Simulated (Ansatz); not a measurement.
System: C2H2N2O2Si (charge 0, singlet). SMILES: O=C=N[SiH2]N=C=O
Geometry from a B3LYP-D3(BJ)/def2-TZVP (Ansatz, a first-principles code) optimisation:
```
Si
N 1 1.7035
C 2 1.1949 1 165.98
O 3 1.1660 1 173.25 2 179.73
N 1 1.7035 2 110.34 3 22.25
C 5 1.1949 1 165.98 2 22.25
O 6 1.1660 1 173.25 2 21.29
H 1 1.4701 2 108.42 3 141.39
H 1 1.4701 8 111.91 2 -120.10
```
Charge 0, spin multiplicity 1.

Atomisation energy built up term by term with Ansatz (kcal/mol; UHF references for open shells; valence terms freeze the core; atomic spin-orbit terms are left out). Basis-set limits of correlation are two-point, X^-3; Hartree-Fock from the larger set.

```json
[
 {"term": "Hartree-Fock", "basis": "aug-cc-pV(Q+d)Z", "kcal/mol": "(withheld)"},
 {"term": "CCSD correlation", "basis": "CBS(aug-cc-pV(T+d)Z,aug-cc-pV(Q+d)Z)", "kcal/mol": "316.29"},
 {"term": "(T)", "basis": "CBS(aug-cc-pV(T+d)Z,aug-cc-pV(Q+d)Z)", "kcal/mol": "(withheld)"},
 {"term": "core correlation", "basis": "cc-pwCVTZ", "kcal/mol": "4.24"},
 {"term": "scalar relativity (X2C)", "basis": "cc-pVTZ-DK against cc-pVTZ", "kcal/mol": "-1.96"},
 {"term": "sum: De", "basis": "", "kcal/mol": "(withheld)"}
]
```

**Question.** Complete the blanks.

**Answer.** 
- Hartree-Fock, kcal/mol: 659.86
- (T), kcal/mol: 30.91
- sum: De, kcal/mol: 1009.3
